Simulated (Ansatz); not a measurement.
Ru3⁻, relaxed as a doublet with UKS PBE-D4/def2-TZVPD in Ansatz, starting from packed atoms. Force threshold 0.02 eV/Å.

In the def2 sets Ru takes a core potential; there is no spin–orbit coupling. The charge -1 doublet is spin-contaminated (final ⟨S²⟩ up to 2.11, 0.75 for a pure state). The highest occupied level of the charge -1 doublet lies above zero (up to 0.11 eV). It is a level of α spin, whose loss leaves a singlet; that state wasn't run at this geometry and level. The electron is either unbound and held by the finite basis, or the level is raised by self-interaction error. The relaxation made no stability test and no search for a lower SCF solution. The structure comes from a short search, and lower isomers may exist.

Start:

```xyz
3

Ru   -1.434   -0.194   -0.799
Ru    0.925   -1.317    0.682
Ru    0.509    1.511    0.118
```

| step | energy (eV) | largest force component (eV/Å) | SCF passes |
| --- | --- | --- | --- |
| 1 | -7746.0437 | 2.869 | 334 |
| 2 | -7747.5622 | 2.988 | 218 |
| 3 | -7748.3935 | 0.811 | 70 |
| 4 | -7748.4538 | 0.445 | 62 |
| 5 | -7748.5438 | 0.541 | 55 |
| 6 | -7748.5944 | 0.271 | 45 |
| 7 | -7748.7326 | 0.558 | 50 |
| 8 | -7748.8919 | 1.029 | 49 |
| 9 | -7748.9658 | 1.313 | 55 |
| 10 | -7749.1157 | 0.428 | 43 |
| 11 | -7749.1291 | 0.033 | 44 |
| 12 (rejected) | -7749.1220 | 0.286 | 45 |
| 13 (rejected) | -7749.1284 | 0.190 | 31 |
| 14 | -7749.1292 | 0.004 | 30 |

Force components are those of the run's own axes.

End:

```tsv
atom	x (Å)	y (Å)	z (Å)
Ru1	-1.7225	0.6091	-1.0575
Ru2	1.6192	-0.8625	1.0275
Ru3	0.1032	0.2534	0.0300
```

Bonds lost: Ru1–Ru2 (atoms count from 1).

No frequencies were taken in this run, so the end may be a saddle point.

Run time 42 s (4 threads of Arm Neoverse V2 on a shared host).
